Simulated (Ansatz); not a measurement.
# A barrier at the coupled-cluster level

Start structure (SnPH6Br, singlet), relaxed at PBE0-D4/def2-TZVP:

```
atom    x (Å)    y (Å)    z (Å)
 Sn1  -0.4956  -0.2387  -1.8943
 Br2   1.7404  -1.0220  -1.1231
  H3  -0.5396  -0.6207  -3.5547
  H4  -1.6549  -1.1101  -1.0118
  H5  -0.5510   1.4369  -1.6272
  H6   1.3220   1.0378   1.9160
  P7   0.0485   0.4215   1.8366
  H8  -0.3764   0.9097   3.1009
  H9   0.5065  -0.8143   2.3574
```

The step: SnH₃Br ([Br][SnH3]) + PH₃ → SnPH₅ ([PH2][SnH3]) + HBr; bonds formed: Sn1–P7, Br2–H6; bonds broken: Sn1–Br2, H6–P7. Computed with Ansatz 0.2.0 (basis: def2-TZVPP and def2-QZVPP); correlated methods freeze the cores. Filled d shells of the heavier atoms are correlated. Core potentials replace the inner electrons of the atoms past krypton. The def2 sets are not built for correlating such inner shells, so the correlated values are less sure here. Extrapolation: Hartree–Fock as exp(−7.88 √X), correlation as X^−2.97. Energies below are by CCSD(T) at an estimated basis limit (MP2 extrapolated from triple and quadruple zeta, plus CCSD(T) − MP2 in triple zeta).

Problem. What are the electronic barrier and the energy of the step, from the start structure to the end structure? (To be estimated.)

Solution. The calculation gives: Barrier 136.5 kJ/mol; step energy 70.1 kJ/mol (uphill); reverse barrier, their difference, 66.5 kJ/mol. Barrier and step energy count from the start structure, the reverse barrier from the end structure.

The saddle point: One imaginary mode of 604i cm⁻¹.
```
   pair  start (Å)  saddle (Å)  end (Å)
 Sn1–P7       3.83        2.53     2.51
 Br2–H6       3.70        2.00     1.45
Sn1–Br2       2.49        3.37     5.68
  H6–P7       1.42        1.49     2.37
```

Zero-point energy (harmonic, PBE0-D4): ZPE is 121.7 kJ/mol at the start and 119.1 kJ/mol at the saddle, so the barrier goes from 136.5 to 133.9 kJ/mol.

T1 diagnostic: at most 0.013.

Labels in which every atom is bracketed show which atoms are joined, not bond orders.

For scale, one of the runs: CCSD(T)/def2-TZVPP, 224 basis functions, launched by `ansatz run in.yaml --threads 8 --pin off --events-out ev --progress --plain --max-ram 19148MiB`. The run took 40 s on 8 CPU threads of an Intel Xeon 6975P-C (shared host), with 4.2 GiB of host memory at its peak.
